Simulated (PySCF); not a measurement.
Electron correlation in S¹²⁺ (sulfur, charge +12)

[He] 2s2, closed-shell 1S. Calculation: PySCF 2.14, in an uncontracted even-tempered set (19 s from 1.8 bohr⁻², ratio 2.2; 9 p from 2.9 bohr⁻², ratio 2.4; 6 d from 8.8 bohr⁻², ratio 2.4; 5 f from 13 bohr⁻², ratio 2.4; 4 g from 20 bohr⁻², ratio 2.4); the spin-free X2C one-electron Hamiltonian (Gaussian nucleus). Frozen: nothing; 4 electrons correlated; the 12 highest virtual orbitals of each spin left out.

MP2 pair energies summed by pair of shells (mhartree):

| pair | energy | share (%) |
| --- | --- | --- |
| 2s-2s | -110.11 | 66.2 |
| 1s-1s | -41.98 | 25.2 |
| 1s-2s | -14.34 | 8.6 |

Total MP2 correlation energy: -166.43 mhartree.

Same-spin part -3.56 and opposite-spin part -162.87 mhartree; SCS-MP2 scales them by 1/3 and 6/5 to -196.63 mhartree.

MP2 falls well short for the outer s pair, which is nearly degenerate with np².
